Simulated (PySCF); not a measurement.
**From computed data to an observable: chemical shift, span and skew from a shielding tensor**

Si(F)(H)2(nPr) (C3H9FSi), SMILES C(C)C[SiH2]F. Atoms are numbered in the order given.

```xyz
14

Si     0.9882    -0.4624     0.0368
F      2.4454     0.1051    -0.4763
C     -0.3035     0.8809    -0.2449
C     -1.6293     0.6797     0.5115
C     -2.3821    -0.5941     0.1176
H      0.7106    -1.7213    -0.7359
H      1.1059    -0.7782     1.5038
H      0.1751     1.8381     0.0581
H     -0.4868     0.9656    -1.3392
H     -2.2844     1.5613     0.3403
H     -1.4291     0.6660     1.6057
H     -1.8015    -1.5106     0.3567
H     -3.3515    -0.6742     0.6491
H     -2.5933    -0.6174    -0.9721
```
Charge 0, spin multiplicity 1.

Geometry optimised at PBE-D3(BJ)/def2-SVP. Other conformers were not sampled.

GIAO shieldings from PySCF with PBE0/pcSseg-1, non-relativistic, no solvent. The symmetric part of the tensor of Si1 has the principal values 272.3, 330.8, 401.3 ppm. The same nucleus in TMS has σ = 352.7 ppm at this level (PySCF, at its B3LYP-D3(BJ)/def2-TZVP geometry).

Task: Work out the isotropic shielding, the ²⁹Si shift against TMS, the span and the skew.

Result: 
σ(iso) = (σ11 + σ22 + σ33)/3 = 334.8 ppm. δ = σ(ref) − σ(iso) = 352.7 − (334.8) = 17.9 ppm.
Span Ω = σ33 − σ11 = 129.0 ppm. Skew κ = 3(σ(iso) − σ22)/Ω = 0.09. Tumbling in solution averages the tensor to δ; in a static solid the shielding alone would spread this spin-1/2 line over Ω.
